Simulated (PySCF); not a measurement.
Compound: C5H6FNS.
Structure used (PBE0-D3(BJ)/def2-SVP), in Å, numbered top down from 1:
```
atom  x, y, z in Å
C1    -1.298    0.510   -1.295
C2    -0.808    0.244    0.122
C3    -0.609   -1.175    0.387
N4    -0.413   -2.301    0.573
S5     0.732    1.163    0.558
C6     1.861    0.508   -0.621
C7     2.661   -0.504   -0.280
F8     3.559   -0.997   -1.111
H9    -1.450    1.589   -1.437
H10   -0.564    0.155   -2.032
H11   -2.247   -0.014   -1.480
H12   -1.534    0.629    0.858
H13    1.940    0.957   -1.616
H14    2.645   -1.001    0.696
```

Linear response at B3LYP/def2-SVPD (PySCF, frozen core in the response, non-relativistic). Isolated species at its PBE0-D3(BJ)/def2-SVP geometry (one conformer only).

Static isotropic polarisability: 85.58 au (12.68 Å³), principal values 71.9, 86.0, 98.8 au.

Q: What is the polarisability at 1064 nm and at the sodium D line?

A: 86.40 au at 1064 nm (+1.0 %), 88.36 au at 589.3 nm (+3.3 %). The rise at 589.3 nm is 3.40 times that at 1064 nm; a pure ω² law gives 3.26. The lowest singlet lies at 262 nm, shorter than both wavelengths.

Q: What is the isotropic C6 coefficient between two such molecules, C6 = (3/π)∫α(iω)² dω?

A: 2932 au (Eh·bohr⁶) by a ten-point quadrature over imaginary frequencies, which is 1750 eV·Å⁶ or 169 J·nm⁶/mol.

Q: Which effective excitation energy ω̄ makes London's formula C6 = (3/4)α²ω̄ exact here?

A: ω̄ = 4·C6/(3α²) = 0.534 Eh = 14.5 eV. A one-pole form α(ω) = α/(1 − ω²/ω̄²) fitted to the 1064 nm value gives 12.0 eV.

Q: The lowest 6 singlets have (eV, f): 4.73, 0.003; 5.81, 0.013; 6.15, 0.007; 6.20, 0.156; 6.52, 0.025; 6.71, 0.041. What share of the static polarisability do they carry in the sum over states α = Σ f/ω²?

A: 4.65 au, 5.4 % of α; the largest term, 3.02 au, is that of the state at 6.20 eV. Their oscillator strengths add up to 0.25. Higher states carry the rest.

Q: What does −C6/R⁶ come to at R = 10 Å between centres?

A: -170 J/mol. This is the leading, orientation-averaged term; C8 and higher terms are left out.

Q: What three-body coefficient follows from the one-pole estimate C9 = (3/4)·α·C6?

A: 188000 au. This is an estimate from the two numbers above, not a computed integral.
